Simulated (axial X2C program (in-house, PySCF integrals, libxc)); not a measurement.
Curves of HgCl by EOM-EA-CCSD

Calculated with an in-house all-electron X2C program for linear molecules (integrals from PySCF): two-component X2C with atomic mean-field Coulomb and Gaunt terms, Gaussian nuclei, basis Hg dyall-acv3z, Cl dyall-av3z with contracted cores.

Energies in eV from the lowest point of the lowest state; states are followed by energy order within each Ω. Reference: HgCl⁺, 18 electrons correlated in 84 virtual spinors with an MP2 remainder; levels at this size can be off by some tenths of an eV. Masses 201.971 and 34.969 u.

| R (Å) | (1)Ω=1/2 | (2)Ω=1/2 |
| --- | --- | --- |
| 2.202 | 0.2042 | 4.4322 |
| 2.297 | 0.0339 | 4.3632 |
| 2.393 | 0.0000 | 4.4109 |
| 2.501 | 0.0611 | 4.5521 |
| 2.608 | 0.1840 | 4.7471 |
| 2.752 | 0.4152 | 5.0059 |

T1 of the reference reaches 0.034 (Lee–Taylor). Curves followed by order can swap character. Number of frozen shells: Hg 5 s, 4 p, 2 d, 1 f; Cl 2 s, 1 p. Roots with under 60 % one-particle weight at any point are counted in the labels but not shown, and the list ends where the roots sought for some Ω run out; states that need a further excitation are missing and may lie low or lowest. Curves with a minimum but no constants failed the fit check.
